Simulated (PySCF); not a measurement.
Species: C4H6FN3.
SMILES with atom numbers: `[CH3:1][c:2]1[n:3][n:4]([CH3:5])[n:6][c:7]1[F:8]` (hydrogens: H9, H10, H11 on C1; H12, H13, H14 on C5)

All values: PBE0/def2-SVPD (PySCF, non-relativistic), on one gas-phase PBE0-D3(BJ)/def2-SVP geometry that isn't relaxed in the solvent. The solvent is an IEF-PCM continuum (van der Waals radii × 1.2), and excitations are vertical TDDFT with non-equilibrium linear response and a frozen core. Only the electrostatic response of the medium enters.

Gas-phase singlets (H = HOMO, L = LUMO):

| state | E (eV) | λ (nm) | f | leading configurations |
| --- | --- | --- | --- | --- |
| S1 | 6.105 | 203 | 0.210 | H→L 95% |
| S2 | 6.453 | 192 | 0.000 | H-2→L 99% |
| S3 | 6.824 | 182 | 0.008 | H→L+1 96% |
| S4 | 7.305 | 170 | 0.008 | H→L+2 97% |
| S5 | 7.395 | 168 | 0.026 | H-1→L 79%, H→L+3 14% |

Task: Give the list for dichloromethane (ε = 8.93), n² = 2.03.

Result: 
| state | E (eV) | λ (nm) | f | leading configurations | change by rank (eV) |
| --- | --- | --- | --- | --- | --- |
| S1 | 5.989 | 207 | 0.262 | H→L 96% | -0.116 |
| S2 | 6.574 | 189 | 0.001 | H-2→L 99% | +0.121 |
| S3 | 6.831 | 181 | 0.009 | H→L+1 98% | +0.007 |
| S4 | 7.379 | 168 | 0.032 | H-1→L 80%, H→L+3 15% | +0.074 |
| S5 | 7.475 | 166 | 0.015 | H-3→L 97% | +0.080 |

Task: The ground-state energy changes by -0.192 eV from gas to dichloromethane. By how much does the total energy of gas-phase S1 change?

Result: E(S1) = E(S0) + excitation energy, so it changes by -0.192 − 0.116 = -0.308 eV: it is lowered more than the ground state, which is what a red shift means. This is the vertical state, with the slow part of the continuum still set for S0.

Task: How do the frontier levels move from gas to dichloromethane?

Result: 
```json
{"orbital": "LUMO+2", "gas (eV)": "1.04", "solvent (eV)": "1.28", "change (eV)": "+0.24"}
{"orbital": "LUMO+1", "gas (eV)": "0.68", "solvent (eV)": "0.74", "change (eV)": "+0.06"}
{"orbital": "LUMO", "gas (eV)": "-0.36", "solvent (eV)": "-0.42", "change (eV)": "-0.06"}
{"orbital": "HOMO", "gas (eV)": "-7.28", "solvent (eV)": "-7.28", "change (eV)": "0.00"}
{"orbital": "HOMO-1", "gas (eV)": "-8.43", "solvent (eV)": "-8.56", "change (eV)": "-0.13"}
{"orbital": "HOMO-2", "gas (eV)": "-8.71", "solvent (eV)": "-8.92", "change (eV)": "-0.21"}
{"orbital": "HOMO-3", "gas (eV)": "-9.52", "solvent (eV)": "-9.65", "change (eV)": "-0.13"}
```

The HOMO–LUMO gap goes from 6.92 to 6.86 eV. Rows go by rank; for LUMO+1 and LUMO+2 the atom shares or the degeneracy differ between the runs, so the row needn't follow one orbital.
